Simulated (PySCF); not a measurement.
Start geometry of `O=C(Cl)c1cccs1` from GFN2-xTB (Å):
```
atom  x, y, z in Å
O1     2.6660    1.1147    1.0547
C2     2.0438    0.2854    0.4664
Cl3    2.9187   -1.1013   -0.2147
C4     0.6732    0.2087    0.2080
C5    -0.0969   -0.7574   -0.4631
C6    -1.4661   -0.4500   -0.4850
C7    -1.7482    0.7153    0.1544
S8    -0.3642    1.4913    0.7986
H9     0.3453   -1.6193   -0.8755
H10   -2.2025   -1.0812   -0.9435
H11   -2.7309    1.1680    0.2840
```

Problem. What comes out of this run: PBE0-D3(BJ)/def2-SVP geometry optimisation, gas phase (PySCF)?

Solution. 
```
atom  x, y, z in Å
O1     2.429    0.613    1.824
C2     1.959   -0.047    0.954
Cl3    2.895   -1.378    0.212
C4     0.627    0.100    0.382
C5     0.004   -0.601   -0.632
C6    -1.304   -0.132   -0.885
C7    -1.649    0.915   -0.060
S8    -0.399    1.340    1.020
H9     0.492   -1.421   -1.159
H10   -1.970   -0.546   -1.642
H11   -2.592    1.461   -0.040
```

The energy falls by 3.4 kcal/mol over 10 energy and gradient evaluations, the largest force component goes from 0.0626 to 3.4e-04 Eh/bohr, and the atoms move by 0.036 Å rms after alignment. The bond that changes most is C2–C4 (acyl halide carbon to substituted aromatic carbon), which lengthens by 0.060 Å. Bonds longer at the end by more than 0.005 Å: 6 of 11; shorter: 3. Among the angles that change most is O1–C2–C4, from 129.9° to 126.4°. Rotational constants go from 3121, 1057, 789.5 to 3128, 1033, 776.7 MHz. The orientation of the end geometry is arbitrary; only internal coordinates are fixed.

The run used 135 basis functions and 78 SCF cycles in all. On AMD EPYC 9R14, one thread, no GPU, shared host with 96 logical CPUs at a one-minute load of 15, this took 53 s and 0.55 GiB of memory at its peak.

No PBE0-D3(BJ)/def2-SVP frequencies stand behind this structure, so it isn't proved a minimum. The numbers are those of one conformer.
